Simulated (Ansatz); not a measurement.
Consider the atomization: `O/C=C(\Cl)[SiH2]O` → 2 C• + Cl• + 5 H• + 2 O• + Si•.

Gas-phase electronic energies from Ansatz, PBE0-D4/def2-TZVP geometries. CBS: MP2 limit from def2 TZ/QZ plus the TZ coupled-cluster correction, frozen cores. This one scheme is used for every species, atoms too. No spin–orbit coupling; open shells (•) take unrestricted orbitals. Spin–orbit coupling would lower the free atoms: a little for C, Cl, O, Si. One conformer a species, not always the lowest.

```tsv
level	ΔE (kJ/mol)
SCS-MP2/def2-TZVPP	4135.6
CCSD/def2-TZVPP	3987.7
```

Q: What does CCSD(T)/CBS give? (Estimate.)

A: Computed: +4198.7 kJ/mol. The listed levels differ from it by -63.1, -211.0 kJ/mol.

Largest T1 diagnostic among the species: 0.013.

From PBE to PBE0 (25 % exact exchange), in def2-TZVPP and without D4, ΔE moves by −103.6 kJ/mol: exact exchange takes away binding that semilocal exchange gives to molecules. The D4 term adds +43.4 kJ/mol with B3LYP and +22.8 kJ/mol with PBE0; it sums over pairs of atoms, weighted by their polarisabilities, and B3LYP, whose exchange is more repulsive, gets the larger term. In def2-TZVPP, CCSD(T) changes the Hartree–Fock value by +1134.8 kJ/mol (the triples alone add +81.0 kJ/mol) and MP2 by +1252.0 kJ/mol; breaking electron pairs costs correlation energy, which Hartree–Fock lacks.

B3LYP here is the variant with VWN-RPA as its local correlation; programs differ in this.

For atomizations the MP2-based limit and the directly extrapolated one differ by several kJ/mol either way, and by 10 to 25 for some Ge, Se and Sn compounds, so smaller differences from it don't rank the levels.
